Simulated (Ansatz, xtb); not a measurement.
## Relative energy of two structures of C5H11P2+

Structure X: `C#CC[P@H+](P)CC`, a singlet. Structure Y: a triplet given by its coordinates. Both are isolated ions in the gas phase, relaxed with B3LYP/def2-SVP; the shapes shown needn't be the lowest conformers.

X (Å):

```xyz
18

C     3.0007   -1.0451    0.5020
C     1.9278   -1.1940    1.0430
C     0.6287   -1.3790    1.6695
C    -0.8595   -0.4513   -0.8052
C    -1.1947    0.9124   -0.1903
P    -0.6657   -1.8013    0.4142
P    -0.3888   -3.7365   -0.6402
H     3.9663   -0.9061    0.0461
H     0.6393   -2.1932    2.4155
H     0.2858   -0.4663    2.1895
H    -1.8792   -1.9129    1.1306
H    -0.1900   -4.4308    0.5924
H     0.9994   -3.4615   -0.8399
H     0.0842   -0.4199   -1.3761
H    -1.6458   -0.7929   -1.4994
H    -2.1258    0.8846    0.3962
H    -1.3369    1.6416   -1.0017
H    -0.3822    1.2900    0.4482
```

Y (Å):

```xyz
18

C    -0.2111    1.5352    2.9884
C    -1.0029    0.9055    1.8898
C    -2.1992    0.0647    2.1393
C    -1.9141   -1.3862    1.8884
C    -0.4158    0.5653    0.5495
P    -0.8184   -1.2763    0.3706
P     0.7288   -2.8787    0.2452
H    -0.8549    2.1810    3.6080
H     0.6184    2.1435    2.5984
H     0.2173    0.7806    3.6807
H    -3.2249    0.4455    2.0613
H    -2.7935   -2.0215    1.7090
H    -1.3036   -1.8545    2.6844
H    -1.6320   -1.4560   -0.7733
H     1.5313   -2.2361    1.2379
H     1.3756   -2.2360   -0.8551
H    -0.9388    1.0484   -0.2979
H     0.6618    0.7644    0.4477
```

Close contacts (Å): C1–C2 1.49, C2–C3 1.48, C2–C5 1.50, C3–C4 1.50, C4–P6 1.88, C5–P6 1.89, P6–P7 2.23, C1–H8 1.10, C1–H9 1.10, C1–H10 1.11, C3–H11 1.10, C4–H12 1.10, C4–H13 1.11, C5–H17 1.11, C5–H18 1.10, P6–H14 1.42, P7–H15 1.43, P7–H16 1.43.

Question: Estimate E(Y) − E(X) at the level CCSD(T)/def2-SVP + ΔMP2/def2-TZVPP.

Answer: Calculated at CCSD(T)/def2-SVP + ΔMP2/def2-TZVPP: E(Y) − E(X) = +40.5 kcal/mol, so structure X lies lower.

Level by level:

| level | geometry | E(Y) − E(X) (kcal/mol) | departure from the last row (kcal/mol) | job, with rough time for the two |
| --- | --- | --- | --- | --- |
| B3LYP/def2-SVP | B3LYP/def2-SVP | +32.1 | −8.4 | optimisation, 4.3 min |
| HF/def2-SVP | B3LYP/def2-SVP | +17.4 | −23.1 | part of the CCSD(T) run |
| MP2/def2-SVP | B3LYP/def2-SVP | +42.4 | +1.9 | part of the CCSD(T) run |
| CCSD(T)/def2-SVP | B3LYP/def2-SVP | +37.2 | −3.3 | single point |
| CCSD(T)/def2-SVP + ΔMP2/def2-TZVPP | B3LYP/def2-SVP | +40.5 |  | single point, 4.9 min |

The levels shown agree on the order. The largest departure from CCSD(T)/def2-SVP + ΔMP2/def2-TZVPP is that of HF/def2-SVP, 23.1 kcal/mol. At CCSD(T)/def2-SVP + ΔMP2/def2-TZVPP a singlet with the links of Y lies below this triplet. Levels run at GFN2-xTB geometries aren't shown. The last row adds to CCSD(T) the change of the MP2 difference between the two basis sets, here +3.3 kcal/mol, a large step that makes the value less sure.

With thermal terms from frequencies at re-optimised GFN2-xTB minima (ideal gas, soft modes damped towards free rotors, one conformer each, 298.15 K, 1 atm): on the last row, ΔE + ΔZPE = +39.3, ΔH = +38.9, ΔG = +40.0 kcal/mol.

Open shells are spin-unrestricted. The correlated steps freeze 15 core orbitals. ΔG holds the spin degeneracy. Mirror images aren't counted in ΔG. Programs: Ansatz 0.2.0, xtb 6.7.1; the last row on 4 threads of Arm Neoverse V1 on a shared host.
